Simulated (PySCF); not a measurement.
Record of a relaxation.

Compound: C2H7BClP.
SMILES with atom numbers: `[CH2:1]=[CH:2][B@@H-:3]([PH3+:4])[Cl:5]` (hydrogens: H6, H7 on C1; H8 on C2; H9 on B3; H10, H11, H12 on P4)
Bond orders are those of one Lewis drawing.

Computed by this run: PySCF, PBE0-D3(BJ)/def2-SVP geometry optimisation, gas phase; density fitting, grid level 1; the optimiser is geomeTRIC in internal coordinates, started from a GFN2-xTB structure with every atom displaced at random (about 0.01 Å). The frame can shift and turn from step to step; on so coarse a grid that alone can change the energy by a few meV, and forces under 0.02 eV/Å are noise.

Step 0: E = -24655.8199 eV, largest atomic force 1.958 eV/Å
```
atom  x, y, z in Å  |  force x, y, z in eV/Å
C1     -1.157   -1.269   -0.675   -1.402   1.217   0.622
C2     -1.412   -0.163    0.043    1.444  -0.653  -0.253
B3     -0.313    0.747    0.702    0.233   0.160  -0.118
P4      1.526    0.216    0.172   -1.274  -0.731   0.917
Cl5    -0.032    2.365   -0.228   -0.411   0.694  -0.104
H6     -0.169   -1.592   -0.860    1.464  -0.633  -0.278
H7     -1.951   -1.839   -1.122   -0.437  -0.504  -0.311
H8     -2.424    0.142    0.184   -1.154   0.255   0.106
H9     -0.363    0.952    1.895    0.113  -0.083   0.079
H10     2.450    1.104    0.604    0.977   1.049   0.542
H11     1.687    0.277   -1.172    0.121   0.050  -1.451
H12     2.197   -0.968    0.447    0.326  -0.821   0.249
```

Step 1: E = -24656.0806 eV, largest atomic force 0.625 eV/Å
```
atom  x, y, z in Å  |  force x, y, z in eV/Å
C1     -1.102   -1.083   -0.609    0.453  -0.176  -0.203
C2     -1.305    0.053    0.060   -0.312   0.233   0.097
B3     -0.229    1.034    0.679   -0.004   0.043   0.020
P4      1.613    0.418    0.186    0.104   0.555  -0.267
Cl5    -0.201    2.738   -0.135    0.081  -0.329   0.157
H6     -0.076   -1.456   -0.813   -0.350   0.031   0.053
H7     -1.908   -1.698   -1.023   -0.015  -0.007   0.058
H8     -2.356    0.369    0.200    0.212  -0.069  -0.017
H9     -0.202    1.124    1.895   -0.014   0.018  -0.045
H10     2.587    1.353    0.641   -0.141  -0.242  -0.089
H11     1.811    0.474   -1.222    0.083  -0.088   0.209
H12     2.226   -0.819    0.526   -0.098   0.031   0.028
```

Step 2: E = -24656.1022 eV, largest atomic force 0.197 eV/Å
```
atom  x, y, z in Å  |  force x, y, z in eV/Å
C1     -1.113   -1.095   -0.623   -0.009  -0.101  -0.025
C2     -1.295    0.048    0.049    0.008  -0.006   0.018
B3     -0.224    1.028    0.678    0.086  -0.104  -0.047
P4      1.625    0.457    0.179   -0.055   0.179  -0.061
Cl5    -0.188    2.722   -0.115   -0.013   0.057  -0.001
H6     -0.126   -1.530   -0.844    0.004   0.140   0.077
H7     -1.952   -1.691   -0.996   -0.039   0.002  -0.014
H8     -2.339    0.366    0.196    0.018  -0.007  -0.007
H9     -0.203    1.113    1.892    0.007  -0.036   0.007
H10     2.593    1.371    0.651   -0.005  -0.047  -0.004
H11     1.863    0.498   -1.215    0.027  -0.043   0.031
H12     2.219   -0.781    0.535   -0.029  -0.034   0.025
```

Step 3: E = -24656.1062 eV, largest atomic force 0.173 eV/Å
```
atom  x, y, z in Å  |  force x, y, z in eV/Å
C1     -1.097   -1.082   -0.617   -0.074   0.045   0.086
C2     -1.310    0.057    0.051    0.062  -0.072  -0.021
B3     -0.230    1.028    0.675    0.051  -0.048  -0.022
P4      1.606    0.457    0.159   -0.090  -0.033   0.045
Cl5    -0.190    2.727   -0.098   -0.045   0.163  -0.037
H6     -0.082   -1.456   -0.799    0.052  -0.084  -0.071
H7     -1.905   -1.714   -1.002    0.013   0.025  -0.005
H8     -2.354    0.363    0.199   -0.053   0.016  -0.006
H9     -0.198    1.100    1.890    0.024  -0.029   0.032
H10     2.593    1.341    0.636    0.051   0.053   0.038
H11     1.861    0.480   -1.229    0.009  -0.009  -0.058
H12     2.166   -0.795    0.523    0.002  -0.027   0.019
```

Step 4: E = -24656.1105 eV, largest atomic force 0.077 eV/Å
```
atom  x, y, z in Å  |  force x, y, z in eV/Å
C1     -1.107   -1.092   -0.621    0.017   0.032   0.032
C2     -1.299    0.050    0.049   -0.033  -0.007  -0.001
B3     -0.224    1.030    0.671    0.050  -0.027  -0.052
P4      1.614    0.466    0.162   -0.043  -0.007   0.019
Cl5    -0.206    2.739   -0.097   -0.027   0.015   0.014
H6     -0.102   -1.485   -0.826    0.030  -0.039  -0.030
H7     -1.931   -1.706   -0.999    0.008   0.012   0.007
H8     -2.343    0.359    0.203   -0.029   0.021   0.003
H9     -0.189    1.096    1.887    0.012  -0.015   0.013
H10     2.597    1.354    0.646    0.023   0.020   0.010
H11     1.878    0.482   -1.225    0.012  -0.006  -0.025
H12     2.171   -0.785    0.537   -0.021   0.002   0.010
```

Step 5: E = -24656.1113 eV, largest atomic force 0.101 eV/Å
```
atom  x, y, z in Å  |  force x, y, z in eV/Å
C1     -1.096   -1.089   -0.619   -0.091  -0.030  -0.033
C2     -1.300    0.051    0.051    0.069   0.014   0.004
B3     -0.223    1.032    0.667    0.009   0.051  -0.022
P4      1.611    0.468    0.158    0.003   0.006  -0.001
Cl5    -0.224    2.750   -0.087   -0.005  -0.052   0.036
H6     -0.095   -1.486   -0.839    0.006   0.043   0.029
H7     -1.922   -1.701   -0.994   -0.004  -0.026  -0.008
H8     -2.345    0.356    0.207    0.021  -0.016  -0.010
H9     -0.179    1.087    1.884    0.010  -0.001   0.005
H10     2.599    1.350    0.645   -0.007  -0.004  -0.010
H11     1.883    0.474   -1.229    0.009  -0.001   0.005
H12     2.151   -0.787    0.544   -0.020   0.016   0.004
```

Step 6: E = -24656.1124 eV, largest atomic force 0.048 eV/Å
```
atom  x, y, z in Å  |  force x, y, z in eV/Å
C1     -1.102   -1.092   -0.624    0.000   0.004  -0.005
C2     -1.296    0.049    0.048   -0.008   0.004   0.002
B3     -0.220    1.031    0.664   -0.003   0.041  -0.024
P4      1.613    0.475    0.155    0.016  -0.014   0.001
Cl5    -0.235    2.754   -0.076   -0.005  -0.038   0.024
H6     -0.100   -1.486   -0.846   -0.003   0.007   0.008
H7     -1.930   -1.705   -0.994    0.002  -0.006  -0.004
H8     -2.340    0.355    0.209    0.008  -0.001   0.001
H9     -0.171    1.078    1.882    0.005  -0.006   0.001
H10     2.602    1.355    0.646   -0.009  -0.002  -0.009
H11     1.897    0.473   -1.230    0.002   0.002   0.005
H12     2.143   -0.781    0.551   -0.005   0.008   0.000
```

Step 7: E = -24656.1126 eV, largest atomic force 0.030 eV/Å
```
atom  x, y, z in Å  |  force x, y, z in eV/Å
C1     -1.102   -1.090   -0.626    0.008   0.007   0.003
C2     -1.296    0.049    0.048   -0.008  -0.005   0.000
B3     -0.219    1.031    0.664   -0.009   0.027  -0.008
P4      1.612    0.476    0.153    0.009  -0.014   0.000
Cl5    -0.241    2.755   -0.067   -0.002  -0.014   0.011
H6     -0.099   -1.481   -0.846   -0.002  -0.001  -0.003
H7     -1.928   -1.706   -0.997    0.002  -0.001  -0.001
H8     -2.340    0.354    0.211    0.001   0.003  -0.001
H9     -0.167    1.073    1.882    0.004  -0.008   0.002
H10     2.601    1.355    0.644   -0.003   0.002  -0.004
H11     1.899    0.471   -1.231    0.000   0.001   0.001
H12     2.139   -0.780    0.552    0.002   0.002   0.000
```

Step 8: E = -24656.1126 eV, largest atomic force under 0.02 eV/Å
```
atom  x, y, z in Å  |  force x, y, z in eV/Å
C1     -1.101   -1.088   -0.628    0.006   0.001   0.002
C2     -1.297    0.049    0.048   -0.001  -0.004  -0.002
B3     -0.220    1.031    0.665   -0.009   0.008   0.005
P4      1.611    0.476    0.151    0.002  -0.006  -0.002
Cl5    -0.247    2.756   -0.056    0.001   0.004   0.001
H6     -0.097   -1.476   -0.850   -0.002  -0.002  -0.004
H7     -1.925   -1.706   -1.000    0.000   0.004   0.000
H8     -2.341    0.353    0.213   -0.002   0.000   0.001
H9     -0.162    1.065    1.883    0.001  -0.006   0.001
H10     2.600    1.356    0.640    0.001   0.003   0.000
H11     1.900    0.469   -1.233   -0.001  -0.001  -0.001
H12     2.137   -0.779    0.554    0.005  -0.001  -0.001
```

**Question.** Summarise the path.

**Answer.** The energy falls by 0.2927 eV from step 0 to step 8; nine tenths of that is first reached at step 2. It falls at every step. The largest force goes from 1.958 to under 0.02 eV/Å. Among the bonds P4–H10 changes most (a near tie, within 0.001 Å, with another), from 1.352 to 1.411 Å; the atoms move by 0.147 Å rms after alignment.

What follows is the cost of the whole optimisation. Time: 70 s wall; peak memory 0.48 GiB. Hardware: one thread of an Arm Neoverse N1, on a shared host.
